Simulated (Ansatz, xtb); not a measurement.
**Two structures of Ge2H7N**

Structure I is a singlet given by its coordinates and structure II is `[GeH3][NH][GeH3]`, a singlet. Both are isolated molecules in the gas phase, relaxed with B3LYP/6-31G*.

I (Å):

```xyz
10

Ge    1.1010    0.6553   -1.6059
Ge    3.0666   -0.4484   -0.4350
N    -0.2095   -0.8873   -0.6720
H    -0.4893   -0.6045    0.2661
H     0.2729   -1.7831   -0.6047
H    -1.0531   -1.0116   -1.2301
H     1.2631   -0.3841   -2.8262
H     4.4013   -0.4378   -1.2345
H     2.7859   -1.9670   -0.1375
H     3.4257    0.1412    0.9637
```

Close contacts (Å): Ge1–Ge2 2.54, Ge1–N3 2.23, Ge1–H7 1.61, Ge2–H8 1.56, Ge2–H9 1.57, Ge2–H10 1.56, N3–H4 1.02, N3–H5 1.02, N3–H6 1.02.

II (Å):

```xyz
10

Ge   -0.0927   -1.2504   -0.8036
Ge    3.0232   -0.2940   -0.5576
N     1.4210   -0.4194   -1.4909
H     0.3513   -2.6444   -0.3086
H    -0.7570   -0.4829    0.3770
H    -1.1197   -1.3712   -1.9549
H     1.1968    0.4388   -1.9892
H     4.0976    0.2220   -1.5446
H     3.3625   -1.7176   -0.0639
H     2.9706    0.6664    0.6668
```

Quicker runs give these differences E(II) − E(I): GFN2-xTB −1.8 kcal/mol; HF/STO-3G −58.5 kcal/mol (at GFN2-xTB geometries); r2SCAN-D4/def2-SVP −3.3 kcal/mol (at GFN2-xTB geometries).

Question: Estimate E(II) − E(I) at the level CCSD(T)/def2-SVP + ΔMP2/def2-TZVPP.

Answer: Calculated at CCSD(T)/def2-SVP + ΔMP2/def2-TZVPP: E(II) − E(I) = −7.2 kcal/mol, so structure II lies lower.

The same difference at several levels:

```
                             level      geometry  E(II) − E(I) (kcal/mol)  departure from the last row (kcal/mol)  job, with rough time for the two
                          GFN2-xTB      GFN2-xTB                      −1.8                                    +5.4              optimisation, 0.17 s
                         HF/STO-3G      GFN2-xTB                     −58.5                                   −51.3              single point, 0.94 s
                r2SCAN-D4/def2-SVP      GFN2-xTB                      −3.3                                    +3.9               single point, 7.8 s
                      B3LYP/6-31G*  B3LYP/6-31G*                      +5.2                                   +12.4             optimisation, 2.1 min
                       HF/def2-SVP  B3LYP/6-31G*                      −9.5                                    −2.3           part of the CCSD(T) run
                      MP2/def2-SVP  B3LYP/6-31G*                      −8.9                                    −1.7           part of the CCSD(T) run
                  CCSD(T)/def2-SVP  B3LYP/6-31G*                      −5.7                                    +1.5                      single point
CCSD(T)/def2-SVP + ΔMP2/def2-TZVPP  B3LYP/6-31G*                      −7.2                                                        single point, 81 s
```

B3LYP/6-31G* puts the two in the other order. The largest departure from CCSD(T)/def2-SVP + ΔMP2/def2-TZVPP is that of HF/STO-3G, 51.3 kcal/mol. The last row adds to CCSD(T) the change of the MP2 difference between the two basis sets, here −1.5 kcal/mol.

With harmonic frequencies from B3LYP/6-31G* (ideal gas, rigid rotor, one conformer each, 298.15 K, 1 atm): the zero-point term adds −4.1 kcal/mol; ΔH is −11.8 and ΔG −10.8 kcal/mol.

The correlated steps freeze 19 core orbitals; the filled d shell of Ge is correlated, in a basis made for valence electrons. Mirror images aren't counted in ΔG. Run with Ansatz 0.2.0, xtb 6.7.1; the last row on 1 thread of Arm Neoverse V1 on a shared host.
